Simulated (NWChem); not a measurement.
Species: C₂H₅ClSi; SMILES C(/[SiH3])=C/Cl

```xyz
9

Si    -0.4331     1.6946     0.0000
C      1.0689     0.5667     0.0000
C      1.0181    -0.7669     0.0000
Cl    -0.4667    -1.6554     0.0000
H     -1.2708     1.4659     1.2155
H     -1.2708     1.4659    -1.2155
H      0.0454     3.1096     0.0000
H      2.0758     1.0002     0.0000
H      1.8949    -1.4211     0.0000
```
Atoms are numbered in this order, from 1.

Program: NWChem. Medium grid unless said otherwise, to which SCAN and Minnesota functionals are sensitive. Geometry: optimised at PBE0/def2-SVP.

Q: Order these by “highest occupied level (eV)”, lowest first: PBE0/def2-SVP; MPW1K/def2-SVP; Hartree-Fock/def2-SVP; LRC-wPBEh/def2-SVP; PBE/def2-SVP.

A: Hartree-Fock/def2-SVP (-10.15), LRC-wPBEh/def2-SVP (-9.44), MPW1K/def2-SVP (-8.48), PBE0/def2-SVP (-7.58), PBE/def2-SVP (-6.37)
